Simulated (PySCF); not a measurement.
Species: [W(NMe)F4]-, CH₃F₄NW (charge -1 and doublet state).
Bonds: W1–N2, W1–F7, W1–F8, W1–F9, W1–F10, N2–C3. Hydrogens: H4, H5, H6 on C3.

A GFN2-xTB structure was refined with PBE0-D3(BJ)/def2-SVP geometry optimisation, gas phase, def2 core potentials past Kr (PySCF). Its GFN2-xTB values:

| coordinate | GFN2-xTB |
| --- | --- |
| W1–N2 | 1.800 Å |
| W1–F7 | 2.009 Å |
| W1–F8 | 2.009 Å |
| N2–C3 | 1.428 Å |
| C3–H4 | 1.101 Å |
| W1–N2–C3 | 179.9° |
| N2–W1–F7 | 112.6° |
| N2–W1–F9 | 112.6° |
| F7–W1–F8 | 81.4° |
| F7–W1–F9 | 134.8° |

**Question.** How do these coordinates change at the PBE0-D3(BJ)/def2-SVP level?

**Answer.** 
| coordinate | PBE0-D3(BJ)/def2-SVP (Å or °) | change |
| --- | --- | --- |
| W1–F8 | 1.940 | -0.069 |
| W1–F7 | 1.940 | -0.069 |
| W1–N2 | 1.743 | -0.057 |
| N2–C3 | 1.405 | -0.023 |
| C3–H4 | 1.108 | +0.007 |
| F7–W1–F9 | 142.9 | +8.1 |
| N2–W1–F9 | 108.4 | -4.2 |
| N2–W1–F7 | 108.7 | -3.9 |
| F7–W1–F8 | 84.1 | +2.7 |
| W1–N2–C3 | 179.6 | -0.3 |

The energy falls by 10.0 kcal/mol over 7 energy and gradient evaluations, the largest force component goes from 0.0404 to 1.7e-04 Eh/bohr, and the atoms move by 0.105 Å rms after alignment. Among the bonds, W1–F7, W1–F8 and W1–F9 change most and about equally (-0.069 to -0.068 Å). Bonds longer at the end by more than 0.005 Å: 3 of 9; shorter: 6. Rotational constants go from 1913, 1307, 1306 to 1942, 1417, 1417 MHz.

The run used 131 basis functions and 59 SCF cycles in all. Time: 1.7 min of wall time. Hardware: Arm Neoverse V1, one thread (shared host).

Not checked by PBE0-D3(BJ)/def2-SVP frequencies. ⟨S²⟩ = 0.756 (exact for a doublet: 0.75). The geometry's basis has no diffuse functions, a weakness for an anion.

Neither the SCF state along the optimisation nor the shape of the open-shell metal species was proved the lowest: other solutions of the same spin, or a structure of lower symmetry, can lie below.
